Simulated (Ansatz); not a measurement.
Coupled-cluster run, `[F][Ge]([F])([Cl])[SeH]`.

```yaml
crystal:
  periodic: [false, false, false]
  atoms:
    - {symbol: F, position_ang: [1.636885, -1.238367, 0.505561]}
    - {symbol: Ge, position_ang: [0.156046, -0.454436, 0.145560]}
    - {symbol: F, position_ang: [-0.873382, -0.820772, 1.467605]}
    - {symbol: Cl, position_ang: [-0.713370, -1.380305, -1.544422]}
    - {symbol: Se, position_ang: [0.598898, 1.802040, -0.057412]}
    - {symbol: H, position_ang: [-0.763077, 2.027738, -0.563092]}
basis:
  gaussian: {orbitals: def2-SVP}
correlation: {method: ccsd_t}
```

```sh
$ ansatz run in.yaml --threads 4 --pin off --events-out ev --progress --plain
```

The program prints (abridged):

```
Functional definition: HF
1085 factors; integrals over basis functions are off by at most 1.2e-3 eV
mean field evaluation 1: about -139685.2277 eV, gradient 3.8e1 eV
mean field evaluation 2: about -139685.2451 eV, gradient 3.8e1 eV
mean field evaluation 4: about -139688.2545 eV, gradient 2.4e0 eV
mean field evaluation 8: about -139688.2826 eV, gradient 1.8e-1 eV
mean field -139688.28281599 eV, -5133.4497093688 hartree, gradient 1.4e-6 eV, S^2 0.000000; 0 other end points of the search recorded, 0 dependent functions left out
25 core orbitals not correlated: weight in the atoms' cores, before any rotation towards them, 1.000 or more for the frozen orbitals, at most 0.000 for the correlated occupied ones
reference -139688.28281599 eV, -5133.4497093688 hartree; 26, 26 occupied and 64, 64 virtual orbitals, 1085 factors
second order -26.12671802 eV of doubles, -0.00000000 eV of singles
cycle   1  -25.70679203 eV  change    4.2e-1 eV  update   1.1e-1
cycle   2  -26.29696677 eV  change   -5.9e-1 eV  update   3.3e-2
cycle   3  -26.41716093 eV  change   -1.2e-1 eV  update   1.7e-2
cycle   4  -26.40429515 eV  change    1.3e-2 eV  update   3.4e-3
cycle   5  -26.40185988 eV  change    2.4e-3 eV  update   1.4e-3
cycle   6  -26.40229134 eV  change   -4.3e-4 eV  update   3.9e-4
cycle   7  -26.40201555 eV  change    2.8e-4 eV  update   1.4e-4
cycle   8  -26.40193367 eV  change    8.2e-5 eV  update   4.1e-5
cycle   9  -26.40195531 eV  change   -2.2e-5 eV  update   1.6e-5
perturbative correction -0.59653690 eV, -0.0219223267 hartree
Total energy: -139715.28130820 eV, -5134.4418856575 hartree
```

Hardware: 4 threads of a server CPU on a shared host. Wall time 7 s, peak host memory 0.57 GiB.

MP2 recovers 96.8 % of the CCSD(T) correlation energy and the triples give 2.2 %; T1 = 0.0105.
